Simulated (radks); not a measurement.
Question: The molybdenum ion Mo3+, 39 electrons, occupied as [Kr] 4d3. Method: scalar-relativistic Kohn-Sham, exchange-only B88, spin-polarised, spherical densities, finite nucleus; open shells are filled with parallel spins first (spin-orbit coupling, left out, can overturn this in heavy ions); Fermi nuclear charge, rms radius 4.4091 fm; computed with a radial shooting solver on a logarithmic mesh with Libxc functionals. Some entries of the table are withheld. Estimate them.

| orbital | occ. | eigenvalue (hartree) | <1/r> (bohr^-1) | <r> (bohr) |
|---|---|---|---|---|
| 1s down | 1 | -729.7395 | 43.55 | 0.03517 |
| 1s up | 1 | -729.7389 | 43.55 | 0.03517 |
| 2s up | 1 | -104.0669 | 9.804 | 0.1537 |
| 2s down | 1 | -104.0523 | 9.805 | 0.1537 |
| 2p up | 3 | -93.16812 | 9.533 | 0.1339 |
| 2p down | 3 | -93.15736 | 9.534 | 0.1339 |
| 3s up | 1 | -18.65921 | 3.365 | 0.4290 |
| 3s down | 1 | -18.65108 | 3.365 | 0.4290 |
| 3p up | 3 | -15.08943 | 3.201 | 0.4307 |
| 3p down | 3 | -15.08025 | 3.201 | 0.4306 |
| 3d up | 5 | -9.28008 | 2.969 | 0.4153 |
| 3d down | 5 | -9.26599 | 2.969 | 0.4151 |
| 4s up | 1 | -3.52875 | 1.239 | 1.099 |
| 4s down | 1 | -3.44065 | 1.249 | 1.093 |
| 4p up | 3 | -2.56719 | 1.103 | 1.216 |
| 4p down | 3 | -2.46983 | 1.114 | 1.208 |
| 4d up | 3 | -1.21223 | 0.8122 | 1.617 |
| 4d down | 0 | -1.10390 | 0.8139 | 1.624 |
| 5s up | 0 | -0.98681 | 0.4852 | (1) |
| 5s down | 0 | -0.90549 | 0.4681 | (2) |
| 5p up | 0 | -0.76152 | 0.4171 | 3.117 |

Answer: 
(1) 5s up <r> (bohr): 2.688
(2) 5s down <r> (bohr): 2.768
